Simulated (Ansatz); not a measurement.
## One elementary step

Start structure (CH7BrGe, singlet), relaxed at PBE0-D4/def2-TZVP:

Ge1  (-0.487, -0.832, -0.617)
Br2  (1.692, -1.260, -1.293)
H3  (-1.390, -1.368, -1.737)
H4  (-0.695, -1.628, 0.680)
C5  (-0.660, 1.084, -0.363)
H6  (1.953, -0.296, 1.814)
H7  (1.668, -0.044, 2.458)
H8  (-0.444, 1.601, -1.297)
H9  (-1.678, 1.324, -0.048)
H10  (0.039, 1.419, 0.402)
(Å)

The step: CH₅BrGe ([CH3][GeH2][Br]) + H₂ → CH₆Ge ([CH3][GeH3]) + HBr; bonds formed: Ge1–H7, Br2–H6; bonds broken: Ge1–Br2, H6–H7. Computed with Ansatz 0.2.0 (basis: def2-TZVPP and def2-QZVPP); correlated methods freeze the cores. Filled d shells of the heavier atoms are correlated. The def2 sets are not built for correlating such inner shells, so the correlated values are less sure here. Extrapolation: Hartree–Fock as exp(−7.88 √X), correlation as X^−2.97. Energies below are by CCSD(T) at an estimated basis limit (MP2 extrapolated from triple and quadruple zeta, plus CCSD(T) − MP2 in triple zeta).

What are the electronic barrier and the energy of the step, from the start structure to the end structure? (Judge from chemistry; the value comes from the calculation.)

Computed: Barrier 2.267 eV; step energy 0.678 eV (uphill); reverse barrier, their difference, 1.588 eV. Barrier and step energy count from the start structure, the reverse barrier from the end structure.

The saddle point: One imaginary mode of 778i cm⁻¹.
| pair | start (Å) | saddle (Å) | end (Å) |
| --- | --- | --- | --- |
| Ge1–H7 | 3.84 | 1.86 | 1.55 |
| Br2–H6 | 3.26 | 1.98 | 1.43 |
| Ge1–Br2 | 2.32 | 2.85 | 4.34 |
| H6–H7 | 0.75 | 0.86 | 1.94 |

Zero-point energy (harmonic, PBE0-D4): ZPE is 1.768 eV at the start and 1.816 eV at the saddle, so the barrier goes from 2.267 to 2.315 eV.

T1 diagnostic: at most 0.011.

Labels in which every atom is bracketed show which atoms are joined, not bond orders.

For scale, one of the runs: CCSD(T)/def2-TZVPP, 225 basis functions, launched by `ansatz run in.yaml --threads 8 --pin off --events-out ev --progress --plain --max-ram 19148MiB`. Time: 23 s of wall clock on 8 CPU threads of an Intel Xeon 6975P-C; the host was shared. Peak host memory: 4.2 GiB.
